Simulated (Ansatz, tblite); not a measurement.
Forces on Ge₃Te₇ at its PBE-D4/def2-SVP geometry. The state is a singlet with charge 0.

In the def2 sets Te takes a core potential; there is no spin–orbit coupling. The xTB rows come from tblite. Another isomer (singlet) lies 0.56 eV lower at PBE0-D4/def2-SVP; other spin states weren't run for this one.

GFN1-xTB (tblite), largest force 1.91 eV/Å:

```xyz
10
positions Å, forces eV/Å
Ge   -1.471   -0.715   -1.401    0.084   -0.186    1.435
Ge    2.326    0.007    1.375   -1.467    0.045   -0.851
Ge   -0.093    2.770   -1.492    0.537   -1.570    0.455
Te   -2.906   -2.309    0.356    1.478    0.652    0.035
Te    1.143    0.606   -2.693   -0.034    0.555    1.829
Te    2.464    2.006   -0.573   -1.398   -0.886   -0.142
Te   -1.869    1.466   -0.013    0.841    0.027   -1.361
Te    1.025   -1.554   -0.479   -0.933    1.320    0.664
Te   -0.668   -2.386    1.988    0.076    0.862   -1.152
Te    0.047    0.110    2.932    0.815   -0.820   -0.913
```

PBE-D4/def2-SVP (Ansatz), largest force 0.02 eV/Å:

```
Ge 0.017 -0.007 0.001
Ge -0.006 -0.002 0.008
Ge 0.002 0.003 0.007
Te -0.004 0.004 0.007
Te -0.009 0.000 0.003
Te 0.002 0.002 -0.003
Te -0.010 0.003 -0.008
Te 0.004 -0.002 -0.009
Te -0.003 0.001 0.000
Te 0.007 -0.002 -0.005
```
